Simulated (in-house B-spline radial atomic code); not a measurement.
Relativistic effects in Zr VII (Zr6+), [Ar] 3d10 4s2 4p4: non-relativistic Hartree-Fock (point nucleus) against Dirac-Hartree-Fock (Fermi nucleus of rms radius 4.2694 fm), both averages of the configuration, computed with an all-electron radial atomic-structure program (B-spline basis).

```csv
orbital,ε NR (Eh),ε Dirac (Eh),<r> NR (bohr),<r> Dirac (bohr),change of <r> (%)
1s1/2,-653.85,-668.68,0.03814,0.03705,-2.8
2s1/2,-94.495,-97.968,0.1669,0.1619,-3.0
2p1/2,-86.598,-89.626,0.1437,0.1387,-3.5
2p3/2,-86.598,-86.448,0.1437,0.143,-0.5
3s1/2,-19.107,-19.755,0.4658,0.4546,-2.4
3p1/2,-16.067,-16.586,0.464,0.4525,-2.5
3p3/2,-16.067,-16.058,0.464,0.4623,-0.4
3d3/2,-10.57,-10.51,0.448,0.447,-0.2
3d5/2,-10.57,-10.414,0.448,0.4504,+0.5
4s1/2,-5.0891,-5.1962,1.179,1.158,-1.8
4p1/2,-4.1871,?,1.264,?,?
4p3/2,-4.1871,?,1.264,?,?
```

(1) What happens to 4p3/2?

(2) What happens to 4p1/2?

(3) What explains the pattern of contraction and expansion?

(4) By how much does the total energy change?

## Answers

(1) Its energy goes to -4.1803 hartree and <r> to 1.262 bohr (-0.13 %).

(2) Its energy goes to -4.2612 hartree and <r> to 1.242 bohr (-1.76 %).

(3) Expansion is seen in 3d5/2. The s and p1/2 orbitals contract directly, screen the nucleus better, and so push out orbitals that have little density near the nucleus; spin-orbit coupling adds to this for j = l + 1/2 and opposes it for j = l - 1/2.

(4) By -58.1 hartree, from -3529.839 to -3587.940.
